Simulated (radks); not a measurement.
Task: The ytterbium ion Yb5+ is in [Xe] 4f(5/2: 6, 7/2: 5). All-electron calculation, Dirac Kohn-Sham, PBE, spin-unpolarised, spherical densities, finite nucleus; Fermi nuclear charge, rms radius of each element as measured or else 0.836 A^(1/3) + 0.57 fm. Program: a radial shooting solver on a logarithmic mesh with Libxc functionals. Sub-shells are occupied by j as written (lower j first in brackets). One electron is removed from 4f5/2, 4f7/2, 5p3/2, 5p1/2 in turn, with full relaxation. Which removal costs least, and what does each cost?

Result: 4f7/2 92.273 eV; 4f5/2 93.912 eV; 5p3/2 97.157 eV; 5p1/2 105.49 eV. The 4f7/2 electron leaves first.
